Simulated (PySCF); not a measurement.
SMILES [GeH3][SiH]([GeH3])[GeH3] (H10Ge3Si), PBE0/def2-SVP optimised geometry.

```
14

Si     0.28     0.78     0.00
Ge    -2.11     0.78     0.00
Ge     1.11    -1.46    -0.03
Ge     1.11     1.94     1.91
H      0.76     1.48    -1.23
H     -2.63     0.06     1.26
H     -2.65     2.22     0.00
H     -2.65     0.04    -1.24
H      0.60    -2.22    -1.27
H      2.65    -1.47    -0.06
H      0.64    -2.22     1.23
H      0.64     1.24     3.20
H      0.60     3.39     1.93
H      2.65     1.96     1.91
```

Density from PBE0/def2-TZVP in PySCF at that geometry.

Minimum of the electron density along straight lines between bonded atoms, close to the bond critical point (lines longer than 1.1 times the sum of covalent radii, or with two minima, are not listed):

```json
[
 {"bond": "Si1–Ge2", "length / Å": "2.388", "ρ at the minimum / e bohr⁻³": "0.087", "∇²ρ there / e bohr⁻⁵": "-0.13", "position (fraction from the first atom)": "0.47"},
 {"bond": "Si1–Ge3", "length / Å": "2.388", "ρ at the minimum / e bohr⁻³": "0.087", "∇²ρ there / e bohr⁻⁵": "-0.13", "position (fraction from the first atom)": "0.47"},
 {"bond": "Si1–Ge4", "length / Å": "2.388", "ρ at the minimum / e bohr⁻³": "0.087", "∇²ρ there / e bohr⁻⁵": "-0.13", "position (fraction from the first atom)": "0.47"},
 {"bond": "Si1–H5", "length / Å": "1.499", "ρ at the minimum / e bohr⁻³": "?", "∇²ρ there / e bohr⁻⁵": "?", "position (fraction from the first atom)": "0.49"},
 {"bond": "Ge2–H6", "length / Å": "1.541", "ρ at the minimum / e bohr⁻³": "0.131", "∇²ρ there / e bohr⁻⁵": "0.06", "position (fraction from the first atom)": "0.59"},
 {"bond": "Ge2–H7", "length / Å": "1.541", "ρ at the minimum / e bohr⁻³": "0.131", "∇²ρ there / e bohr⁻⁵": "0.06", "position (fraction from the first atom)": "0.59"},
 {"bond": "Ge2–H8", "length / Å": "1.541", "ρ at the minimum / e bohr⁻³": "0.131", "∇²ρ there / e bohr⁻⁵": "0.06", "position (fraction from the first atom)": "0.59"},
 {"bond": "Ge3–H9", "length / Å": "1.541", "ρ at the minimum / e bohr⁻³": "0.131", "∇²ρ there / e bohr⁻⁵": "0.06", "position (fraction from the first atom)": "0.59"},
 {"bond": "Ge3–H10", "length / Å": "1.541", "ρ at the minimum / e bohr⁻³": "0.131", "∇²ρ there / e bohr⁻⁵": "0.06", "position (fraction from the first atom)": "0.59"},
 {"bond": "Ge3–H11", "length / Å": "1.541", "ρ at the minimum / e bohr⁻³": "0.131", "∇²ρ there / e bohr⁻⁵": "0.06", "position (fraction from the first atom)": "0.59"},
 {"bond": "Ge4–H12", "length / Å": "1.541", "ρ at the minimum / e bohr⁻³": "0.131", "∇²ρ there / e bohr⁻⁵": "0.06", "position (fraction from the first atom)": "0.59"},
 {"bond": "Ge4–H13", "length / Å": "1.541", "ρ at the minimum / e bohr⁻³": "0.131", "∇²ρ there / e bohr⁻⁵": "0.06", "position (fraction from the first atom)": "0.59"},
 {"bond": "Ge4–H14", "length / Å": "1.541", "ρ at the minimum / e bohr⁻³": "0.131", "∇²ρ there / e bohr⁻⁵": "0.06", "position (fraction from the first atom)": "0.59"}
]
```

Task: Complete the blanks.

Result: 
- Si1–H5, ρ at the minimum / e bohr⁻³: 0.116
- Si1–H5, ∇²ρ there / e bohr⁻⁵: 0.16
